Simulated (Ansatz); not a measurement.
Cl₄SW, SMILES `[S]=[W]([Cl])([Cl])([Cl])[Cl]`. Charge 0, multiplicity 1. Correlated methods include outer-core shells of W, which these sets cover unevenly. W takes the def2 core potential.

Z-matrix (Å, degrees):
```
W
Cl 1 2.286
Cl 1 2.286 2 86.4
Cl 1 2.286 2 86.4 3 -151.8
S 1 2.084 2 104.5 3 104.1
Cl 1 2.286 2 151.0 3 -75.9
```

**Question.** Give the diagnostics of a CCSD(T)/def2-TZVPP run (frozen core, Ansatz). (An estimate is asked.)

**Answer.** The calculation gave: T1 = 0.0205, largest single amplitude 0.090, largest double 0.059, (T) share of the correlation energy 5.9 %, 13 CCSD cycles. The RHF solution is unstable towards an unrestricted one. T1 lies over the customary mark of 0.02 for closed shells; compounds of d metals often pass it without a breakdown.
